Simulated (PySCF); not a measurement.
Here is a job for PySCF.
```python
from pyscf import gto, scf, dft, tdscf

mol = gto.M(
    atom='''
B     0.35289219   -0.92109293    0.53448699
H     0.28675516   -1.33363356    1.62801690
F     0.99046068   -1.66452632   -0.37802504
N    -0.19216122    0.28829975    0.14400111
C    -0.11210802    0.80124372   -1.20736395
C    -0.90147280    1.17619112    1.03516186
H    -1.11524947    0.94686308   -1.61902885
H     0.40915287    1.76307505   -1.21891173
H     0.42922823    0.09647472   -1.83211443
H    -0.40242326    2.14899775    1.08178065
H    -1.92525051    1.33362914    0.68207695
H    -0.93420668    0.74808810    2.03317569
''',
    basis='6-31g',
    verbose=4,
)

mf = dft.RKS(mol)
mf.xc = 'wb97x'
mf.kernel()
td = mf.TDA()
td.nstates = 5
td.singlet = False
td.kernel()
td.analyze()
```

Problem. Give the dipole moment at the level WB97X/6-31G, TDA triplets run with PySCF.

Solution. 2.67 D

Problem. Give the total energy at the level WB97X/6-31G, TDA triplets.

Solution. -259.8264 Eh

Problem. What number of basis functions does WB97X/6-31G, TDA triplets give?

Solution. 59

Problem. Estimate the excitation energies found that WB97X/6-31G, TDA triplets returns for this input.

Solution. 6.34, 8.61, 8.80, 9.83, 10.05 eV

Problem. Predict the HOMO-LUMO gap from WB97X/6-31G, TDA triplets.

Solution. 13.35 eV

Problem. Roughly what does it cost on one core?

Solution. very roughly 40 core-seconds.
